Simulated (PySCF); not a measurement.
C2H5FO2Si, SMILES C(C[Si@H](O)F)=O.

Geometry optimised at B3LYP-D3(BJ)/def2-SVP. The structure was generated by enumeration; whether it is a known compound was not checked. Other conformers were not sampled.

Method: TDDFT-PBE/def2-SVPD (PySCF).

Vertical excitations. Gas-phase values at a fixed geometry.

Question: Give excitation energies, oscillator strengths and character. (Estimate from the structure and the level; the computed values follow.)

Answer: 
```
state  energy (eV)  λ (nm)      f                                           main pairs
-----  -----------  ------  -----  ---------------------------------------------------
S1            4.10     302  0.003                                      HOMO→LUMO 100 %
S2            5.28     235  0.000                                     HOMO−1→LUMO 88 %
S3            5.68     218  0.051                                     HOMO−2→LUMO 85 %
S4            6.29     197  0.005                                     HOMO−3→LUMO 97 %
S5            6.33     196  0.002                                     HOMO→LUMO+1 98 %
S6            6.64     187  0.012                                     HOMO→LUMO+2 98 %
S7            6.81     182  0.005                                     HOMO→LUMO+3 96 %
S8            7.18     173  0.015                   HOMO−4→LUMO 63 %, HOMO−5→LUMO 31 %
S9            7.22     172  0.093                                     HOMO→LUMO+4 98 %
S10           7.67     162  0.021                                     HOMO→LUMO+5 97 %
T1            3.53     352      0                                      HOMO→LUMO 100 %
T2            5.11     243      0                   HOMO−1→LUMO 75 %, HOMO−2→LUMO 21 %
T3            5.33     233      0                   HOMO−2→LUMO 76 %, HOMO−1→LUMO 23 %
T4            6.03     206      0  HOMO−4→LUMO 46 %, HOMO−3→LUMO 37 %, HOMO−5→LUMO 8 %
```
Triplets are in the Tamm–Dancoff approximation, which puts them higher than full response would, so one can lie above its singlet here.
